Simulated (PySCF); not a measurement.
# Excitation energies in several basis sets

Compound: CH₈SSeSi₂.
SMILES: `[SiH3]SC[SiH2][SeH]`

TDDFT with PBE0 (PySCF), vertical singlets, core orbitals frozen in the response, spherical d and f functions. The structure is a single PBE0-D3(BJ)/def2-SVP conformer in the gas phase; no vibrational or solvent corrections. The PBE0/6-31G* calculation is non-relativistic and has no spin–orbit coupling, an omission that weighs most on selenium.

How do the low singlets change with the basis? Take 6-31G*, def2-SVP, def2-SVPD, aug-cc-pVDZ, def2-TZVP and def2-TZVPD.

```tsv
basis	functions	diffuse	S1 (eV)	S2 (eV)	S3 (eV)	S4 (eV)	S5 (eV)	LUMO (eV)	α (au)
6-31G*	116	no	5.44	5.54	5.87	5.99	6.44	-0.32	98.4
def2-SVP	140	no	5.58	5.62	5.89	5.92	6.47	-0.12	101.9
def2-SVPD	200	yes	5.36	5.41	5.52	5.70	6.04	-0.51	122.7
aug-cc-pVDZ	212	yes	5.26	5.35	5.46	5.65	5.80	-0.60	123.9
def2-TZVP	238	no	5.41	5.47	5.68	5.72	6.24	-0.38	115.5
def2-TZVPD	298	yes	5.33	5.35	5.51	5.60	5.93	-0.56	124.0
```

States are compared by their number. Against the largest diffuse basis here (def2-TZVPD, itself not a converged limit), sets without diffuse functions differ by up to 0.25 eV in S1 and 0.54 eV in S5; the smaller diffuse sets differ by up to 0.07 and 0.13 eV. State by state, the largest deviation of a set without diffuse functions is S1 0.25, S2 0.27, S3 0.38, S4 0.39, S5 0.54 eV. The same number needn't mean the same state in each row. Against def2-TZVPD the polarisability deviates by -21% in 6-31G*, -18% in def2-SVP, -1% in def2-SVPD, 0% in aug-cc-pVDZ, -7% in def2-TZVP.
